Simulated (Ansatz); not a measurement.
`C=C(F)[SiH2][AlH2]`, relaxed with RKS PBE-D4/def2-SVP in Ansatz from a rough embedded geometry. The force threshold is 0.03 eV/Å; the program also tests the step.

Total charge 0; spin multiplicity 1.

Start:

```xyz
11

C    -1.696   -0.461    0.808
C    -0.730    0.427    1.004
F    -1.042    1.569    1.628
Si    0.939    0.190    0.451
Al    1.095   -0.009   -1.910
H    -1.412   -1.452    0.271
H    -2.708   -0.350    1.115
H     1.779    1.334    0.857
H     1.544   -1.064    1.112
H     0.288   -1.203   -2.597
H     1.942    1.020   -2.738
```

```tsv
step	energy (eV)	largest force (eV/Å)	largest move (Å)
1	-19339.6926	3.075	0.000
2	-19340.0241	1.499	0.164
3	-19340.0952	0.393	0.099
4	-19340.1040	0.095	0.076
5	-19340.1069	0.027	0.031
```

End:

```xyz
11

C    -1.745   -0.506    0.790
C    -0.764    0.390    1.008
F    -1.051    1.559    1.636
Si    1.073    0.199    0.487
Al    1.120   -0.016   -1.968
H    -1.516   -1.449    0.272
H    -2.778   -0.329    1.130
H     1.813    1.392    1.032
H     1.636   -1.034    1.155
H     0.274   -1.203   -2.639
H     1.939    0.997   -2.902
```

Run time 7 s (4 threads of an Arm Neoverse V1 on a shared host); peak host memory 0.16 GiB.
